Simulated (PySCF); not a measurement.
C₃H₉AlO, SMILES C([O][AlH][CH3])C.

The structure is a stationary point at PBE0-D3(BJ)/def2-SVP. The structure was generated by enumeration; whether it is a known compound was not checked. The values are those of a single conformer.

The numbers are results of TDDFT-PBE/def2-SVPD (PySCF 2.14.0), not measurements.

Vertical excitations. Gas-phase values at a fixed geometry.

Computed UV-visible absorptions:
```csv
state,energy (eV),λ (nm),f,main pairs
S1,5.12,242,0.002,HOMO→LUMO 99 %
S2,5.67,219,0.072,HOMO−1→LUMO 85 %
S3,5.74,216,0.012,HOMO−2→LUMO 89 %
S4,5.93,209,0.013,HOMO→LUMO+1 93 %
S5,6.11,203,0.019,HOMO−1→LUMO+1 97 %
S6,6.52,190,0.017,"HOMO→LUMO+2 81 %, HOMO−2→LUMO+1 17 %"
S7,6.61,188,0.084,"HOMO−2→LUMO+1 75 %, HOMO→LUMO+2 17 %"
S8,6.76,184,0.029,HOMO−1→LUMO+2 99 %
S9,7.02,177,0.052,HOMO→LUMO+3 92 %
S10,7.17,173,0.049,HOMO−2→LUMO+2 94 %
T1,4.88,254,0,HOMO→LUMO 97 %
T2,5.01,247,0,HOMO−1→LUMO 98 %
T3,5.47,227,0,HOMO−2→LUMO 97 %
T4,5.68,218,0,HOMO→LUMO+1 97 %
```
Triplets are in the Tamm–Dancoff approximation, which puts them higher than full response would, so one can lie above its singlet here.
